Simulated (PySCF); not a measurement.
**ORD: SMILES Cl[C@@H]1C[C@H]2O[C@@H]1C[SiH2]2, C$_{5}$H$_{9}$ClOSi**

Molfile (atoms numbered from 1):
```
C5H9ClOSi
     RDKit          3D

 17 18  0  0  0  0  0  0  0  0999 V2000
   -1.1473    0.1015    2.3046 Cl  0  0  0  0  0  0  0  0  0  0  0  0
   -1.2622    0.4941    0.5781 C   0  0  2  0  0  0  0  0  0  0  0  0
   -1.3625   -0.7605   -0.3013 C   0  0  0  0  0  0  0  0  0  0  0  0
   -0.1236   -0.6076   -1.1911 C   0  0  1  0  0  0  0  0  0  0  0  0
   -0.0119    0.8127   -1.3369 O   0  0  0  0  0  0  0  0  0  0  0  0
   -0.0165    1.2218    0.0118 C   0  0  2  0  0  0  0  0  0  0  0  0
    1.2956    0.7385    0.6424 C   0  0  0  0  0  0  0  0  0  0  0  0
    1.4705   -0.9715   -0.1811 Si  0  0  0  0  0  4  0  0  0  0  0  0
   -2.1449    1.1287    0.4798 H   0  0  0  0  0  0  0  0  0  0  0  0
   -2.2785   -0.7326   -0.8935 H   0  0  0  0  0  0  0  0  0  0  0  0
   -1.3513   -1.6788    0.2823 H   0  0  0  0  0  0  0  0  0  0  0  0
   -0.2387   -1.0393   -2.1818 H   0  0  0  0  0  0  0  0  0  0  0  0
   -0.1247    2.3080    0.0462 H   0  0  0  0  0  0  0  0  0  0  0  0
    1.2510    0.7463    1.7273 H   0  0  0  0  0  0  0  0  0  0  0  0
    2.0916    1.4178    0.3391 H   0  0  0  0  0  0  0  0  0  0  0  0
    1.3152   -2.1063    0.7265 H   0  0  0  0  0  0  0  0  0  0  0  0
    2.6311   -1.0609   -1.0625 H   0  0  0  0  0  0  0  0  0  0  0  0
  1  2  1  0
  2  3  1  0
  3  4  1  0
  4  5  1  0
  5  6  1  0
  6  7  1  0
  7  8  1  0
  6  2  1  0
  8  4  1  0
  2  9  1  1
  3 10  1  0
  3 11  1  0
  4 12  1  6
  6 13  1  6
  7 14  1  0
  7 15  1  0
  8 16  1  0
  8 17  1  0
M  END
```

Level of theory: TDDFT CAM-B3LYP/def2-SVPD circular dichroism and optical rotation, one conformer, gas phase (PySCF). Geometry: GFN2-xTB.

Singlets 7 and 8 lie within 0.01 eV of each other, so their separate moments and overlaps can depend on how they mix.

Stereocentres: C2 R, C4 S, C6 R.

(1) What is the specific rotation at 633, 589.3, 546, 436, 405, 365, 355 nm?

(2) And for the mirror image at 589.3 nm?

(3) What is the molar rotation [Φ] = [α]·M/100 of the geometry above at 589.3 nm?

Answers

(1) [α] in deg dm⁻¹ (g/mL)⁻¹:
| λ (nm) | origin-invariant length gauge | modified velocity gauge | length gauge (centre of mass) | isotropic polarisability (au) |
| --- | --- | --- | --- | --- |
| 633 | +54.4 | +53.6 | +54.8 | 95.4 |
| 589.3 | +64.1 | +63.2 | +64.6 | 95.7 |
| 546 | +76.8 | +75.8 | +77.3 | 96.1 |
| 436 | +135.1 | +133.6 | +136.1 | 97.8 |
| 405 | +165.1 | +163.4 | +166.3 | 98.6 |
| 365 | +223.2 | +221.2 | +224.8 | 99.9 |
| 355 | +243.0 | +240.9 | +244.7 | 100.3 |

(2) -64.1 deg dm⁻¹ (g/mL)⁻¹ (origin-invariant length gauge): the same size and the opposite sign.

(3) With M = 148.66 g/mol, +95.3 deg cm² dmol⁻¹ (origin-invariant length gauge).

The first excitation lies at 6.84 eV (181 nm) with R = +8.7 × 10⁻⁴⁰ esu² cm² (velocity form).
